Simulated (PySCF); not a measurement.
# Spin states and ions at one geometry of [Pb(CH3)]+

PySCF 2.14.0, RKS BP86, Pb def2-SVP with ECP60, C def2-SVP, H def2-SVP; non-relativistic Hamiltonian with scalar-relativistic core potentials where named; density fitting; no spin-orbit coupling; singlets restricted, open shells unrestricted. The geometry is relaxed for charge +1, singlet, vacuum:

```xyz
5

Pb    0.0000    0.0000   -0.0486
C     0.0000    0.0000    2.2101
H    -1.0454    0.0000    2.5926
H     0.5227   -0.9054    2.5926
H     0.5227    0.9054    2.5926
```

Energies count from the relaxed state; an electron taken off or put on is at rest in vacuum. Charges and spins are Mulliken's.

```tsv
state	energy (eV)	spin squared	charge on Pb1 (e)	spin on Pb1 (e)	dipole about the centre of mass (D)
charge +1, singlet, vacuum	0.00	0.00	1.01	0.00	0.80
charge +1, triplet, vacuum	2.31	2.00	0.72	1.36	3.06
charge 0, doublet, vacuum	-6.47	0.75	0.18	1.02	0.07
```

Task: What does the state charge +2, doublet, vacuum give?

Result: energy (eV) 15.04, spin squared 0.75, charge on Pb1 (e) 1.56, spin on Pb1 (e) 0.39, dipole about the centre of mass (D) 4.09.

With an electron taken off (doublet) the charges change, summed by element, by Pb +0.55 e, C +0.12 e, H +0.33 e. The vertical ionisation energy is 15.04 eV, against −ε(HOMO) = 11.67 eV of the relaxed state. The level lies 3.4 eV too high, as is usual for semilocal functionals and global hybrids, which keep a self-interaction error.

With an electron put on (doublet) the charges change, summed by element, by Pb -0.84 e, C +0.05 e, H -0.22 e. The vertical electron affinity is 6.47 eV, against −ε(LUMO) = 9.38 eV of the relaxed state.

Open shells may have lower solutions than those found.
